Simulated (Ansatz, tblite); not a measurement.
Spin states of Ta3Te6, each relaxed with PBE-D4/def2-SVP in Ansatz. Electronic energies in the gas phase.

In the def2 sets Ta, Te take a core potential; there is no spin–orbit coupling. The xTB rows come from tblite.

Doublet geometry:

```xyz
9

Ta    0.386   -1.796    0.666
Ta    0.799    0.765    1.188
Ta   -0.928   -0.012   -1.400
Te    1.796   -0.418   -1.279
Te   -2.081   -2.207   -0.337
Te    0.193   -0.975    3.214
Te   -1.270    2.194    0.131
Te    3.085    1.971    1.479
Te   -1.980    0.476   -3.663
```

Quartet geometry (Cs within 0.1 Å):

```csv
atom,x (Å),y (Å),z (Å)
Ta1,-1.9223,0.0763,-0.6693
Ta2,-0.0387,-1.0201,1.2187
Ta3,0.7923,1.0135,-0.9325
Te4,0.0316,-1.6380,-1.5352
Te5,-1.3794,2.6513,-1.2274
Te6,-2.5951,-0.3234,1.9049
Te7,1.7894,0.9487,1.5877
Te8,0.7027,-3.2159,2.3150
Te9,2.6195,1.5075,-2.6620
```

⟨S²⟩: doublet 0.83 at PBE0-D4/def2-SVP (pure 0.75), quartet 3.82 at PBE0-D4/def2-SVP (pure 3.75).

Run but left out: HF/def2-SVP, MP2/def2-SVP (doublet: ⟨S²⟩ 2.58, where a pure state has 0.75).

Only these spin states were relaxed. Higher spins weren't run and may lie lower.

```csv
level,quartet − doublet (kcal/mol),lowest of these,remarks
GFN2-xTB,-36.3,quartet,–
PBE-D4/def2-SVP,10.0,doublet,–
BLYP-D4/def2-SVP,10.3,doublet,–
PBE0-D4/def2-SVP,10.4,doublet,spin-contaminated (⟨S²⟩ 0.83) (doublet)
```

Q: Estimate the rows for GFN1-xTB, LDA (SPW92)/def2-SVP, r2SCAN-D4/def2-SVP.

A: 
```
               level  quartet − doublet (kcal/mol)  lowest of these
            GFN1-xTB                           9.0          doublet
LDA (SPW92)/def2-SVP                          12.1          doublet
  r2SCAN-D4/def2-SVP                           8.4          doublet
```

The xTB methods have no spin-polarisation term.
